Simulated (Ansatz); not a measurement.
`N#CB(F)F` + `N=C=O` → `O=C=NB(F)F` + `C#N` at 298.15 K and 1 bar (ligand exchange at a B–C bond).

Program: Ansatz. Geometries: PBE0-D4/def2-TZVP. ΔE: electronic, gas phase. CCSD(T)/CBS is the MP2 limit (def2-TZVPP, def2-QZVPP) plus CCSD(T) − MP2 in def2-TZVPP, frozen cores. This one scheme is used for every species. One conformer a species, not always the lowest.

```csv
species,CCSD(T)/CBS energy (Eh),H − E (kJ/mol),S (J/(mol·K))
`N#CB(F)F`,-317.24121,62.3,289.7
`N=C=O`,-168.51995,67.5,238.3
`O=C=NB(F)F`,-392.46591,79.6,321.3
`C#N`,-93.32098,52.4,201.2
```

H − E and S are ideal-gas, rigid-rotor, harmonic terms from PBE0-D4/def2-TZVP, for one conformer and one mirror image of each species. 1 Eh = 2625.50 kJ/mol, R = 8.31446 J/(mol·K).

Problem. By hand: ΔE, ΔH, ΔS and ΔG.

Solution. ΔE = (-392.46591) + (-93.32098) − (-317.24121) − (-168.51995) = -0.02573 Eh = -67.6 kJ/mol. Δ(H − E) = 79.6 + 52.4 − 62.3 − 67.5 = 2.2, so ΔH = -65.4 kJ/mol. ΔS = 321.3 + 201.2 − 289.7 − 238.3 = -5.5 J/(mol·K). ΔG = -65.4 − 298.15 × (-5.5)/1000 = -63.8 kJ/mol.

Problem. By hand: the equilibrium constant, and the temperature at which ΔG would vanish if ΔH and ΔS stayed fixed.

Solution. log₁₀ K = −ΔG/(RT ln 10) = 11.2. ΔG = 0 at ΔH/ΔS = 11891 K, far beyond where these terms or the molecules hold.

The number of gas molecules stays the same, so ΔS is small and ΔH decides. A doubt of 5 kJ/mol in ΔE shifts log₁₀ K by 0.9 here. Other conformers and mirror images would add mixing entropy, several J/(mol·K) or more a flexible species. These are equilibria of isolated gas molecules and say nothing of rates. Largest T1 diagnostic: 0.018 (customary marks: 0.02 for closed shells, 0.045 for open ones).
